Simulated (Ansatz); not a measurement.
System: chloro(dimethyl)borane, C2H6BCl (charge 0, singlet). SMILES: CB(C)Cl
Geometry: optimised at B3LYP-D3(BJ)/def2-TZVP (Ansatz, a program for electronic structure).

CCSD(T) with Ansatz in growing basis sets, 24 correlated electrons. Valence correlation only, unless marked. Open shells are spin-unrestricted. Spin-orbit coupling is left out. Non-relativistic. Costs are ratios of core time to the smallest set, on shared machines of one kind, and rough; they hold the program's checks for lower states.

```tsv
basis	functions	cost over smallest	E(corr) (Eh)	electronic atomisation energy (kcal/mol)
cc-pV(D+d)Z	95	1×	-0.5796	852.8
cc-pV(T+d)Z	213	9×	-0.7224	892.9
```

Formally CCSD grows as o²v⁴ and (T) as o³v⁴; with o = 12 and v going from 75 to 193 both grow 44-fold in the last step, while integrals and the mean field grow more slowly. That step adds 142.9 mEh of correlation energy and 40.1 kcal/mol to the atomisation energy.
